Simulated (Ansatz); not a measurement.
Si20H26, 46 atoms. Hardware: 2 threads of AMD EPYC 7R13 on a shared host and a share (18 GiB) of an NVIDIA H100 80GB HBM3.

Correlated methods freeze 100 core orbitals. Single mean-field runs in def2-SVP, def2-TZVP are fitted with def2-universal-jkfit.

**Question.** How many basis functions does each of these Ansatz runs have, and roughly what does it cost? B2PLYP/def2-SVP, charge -1 doublet at the geometry of the charge 0 singlet, energy, from earlier orbitals; PBE0-D4/def2-TZVP, charge 0 singlet, energy, from earlier orbitals; MP2/def2-SVP, charge 0 triplet, energy, from earlier orbitals; B2PLYP/def2-SVP, charge 1 doublet at the geometry of the charge 0 singlet, energy, from earlier orbitals; CAM-B3LYP-D4/def2-SVP, charge 1 doublet at the geometry of the charge 0 singlet, energy, from earlier orbitals; HF/6-31G, charge 0 singlet, energy; PBE-QIDH/def2-SVP, charge 0 singlet, energy, from earlier orbitals; PBE-D4/def2-SVP, charge 0 triplet, energy with a search over starts; B2PLYP/def2-SVP, charge 0 singlet, energy and forces, from earlier orbitals; PBE0-D4/def2-SVP, charge -1 doublet at the geometry of the charge 0 singlet, energy; PBE0-D4/def2-SVP, charge 1 doublet at the geometry of the charge 0 singlet, energy; RPA@PBE/def2-SVP, charge 0 triplet, energy, from earlier orbitals.

**Answer.** Other jobs shared the machine, so times can vary by a factor of up to 3.

```json
{"run": "HF/6-31G, charge 0 singlet, energy", "functions": "312", "fitting or Cholesky vectors": "3632", "wall time": "7.5 s", "peak host memory (GiB)": "0.99"}
{"run": "MP2/def2-SVP, charge 0 triplet, energy, from earlier orbitals", "functions": "490", "fitting or Cholesky vectors": "4698", "wall time": "8.5 s", "peak host memory (GiB)": "1.2"}
{"run": "RPA@PBE/def2-SVP, charge 0 triplet, energy, from earlier orbitals", "functions": "490", "fitting or Cholesky vectors": "4698", "wall time": "11 s", "peak host memory (GiB)": "3.4"}
{"run": "B2PLYP/def2-SVP, charge -1 doublet at the geometry of the charge 0 singlet, energy, from earlier orbitals", "functions": "490", "fitting or Cholesky vectors": "3028", "wall time": "12 s", "peak host memory (GiB)": "3"}
{"run": "PBE0-D4/def2-SVP, charge -1 doublet at the geometry of the charge 0 singlet, energy", "functions": "490", "fitting or Cholesky vectors": "3028", "wall time": "13 s", "peak host memory (GiB)": "1.2"}
{"run": "B2PLYP/def2-SVP, charge 1 doublet at the geometry of the charge 0 singlet, energy, from earlier orbitals", "functions": "490", "fitting or Cholesky vectors": "3028", "wall time": "13 s", "peak host memory (GiB)": "3"}
{"run": "PBE-QIDH/def2-SVP, charge 0 singlet, energy, from earlier orbitals", "functions": "490", "fitting or Cholesky vectors": "3028", "wall time": "13 s", "peak host memory (GiB)": "2.9"}
{"run": "PBE-D4/def2-SVP, charge 0 triplet, energy with a search over starts", "functions": "490", "fitting or Cholesky vectors": "3028", "wall time": "14 s", "peak host memory (GiB)": "1.2"}
{"run": "PBE0-D4/def2-SVP, charge 1 doublet at the geometry of the charge 0 singlet, energy", "functions": "490", "fitting or Cholesky vectors": "3028", "wall time": "14 s", "peak host memory (GiB)": "1.2"}
{"run": "PBE0-D4/def2-TZVP, charge 0 singlet, energy, from earlier orbitals", "functions": "896", "fitting or Cholesky vectors": "3028", "wall time": "14 s", "peak host memory (GiB)": "1.2"}
{"run": "CAM-B3LYP-D4/def2-SVP, charge 1 doublet at the geometry of the charge 0 singlet, energy, from earlier orbitals", "functions": "490", "fitting or Cholesky vectors": "3028", "wall time": "15 s", "peak host memory (GiB)": "1.2"}
{"run": "B2PLYP/def2-SVP, charge 0 singlet, energy and forces, from earlier orbitals", "functions": "490", "fitting or Cholesky vectors": "3028", "wall time": "22 s", "peak host memory (GiB)": "5.5"}
```
